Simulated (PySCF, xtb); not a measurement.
CH5FOSi, SMILES C[SiH](O)F.

xtb 6.7.1 with GFN2-xTB at its own geometry gives an orbital gap of 7.11 eV and a dipole moment of 1.96 D.

The structure is a stationary point at B3LYP-D3(BJ)/def2-SVP. Other conformers were not sampled.

What does PySCF with CAM-B3LYP/def2-TZVP give? (The exact figures need the calculation; the answer reports its results.)

gap 11.82 eV (levels -10.39 and 1.44 eV), dipole 2.21 D.
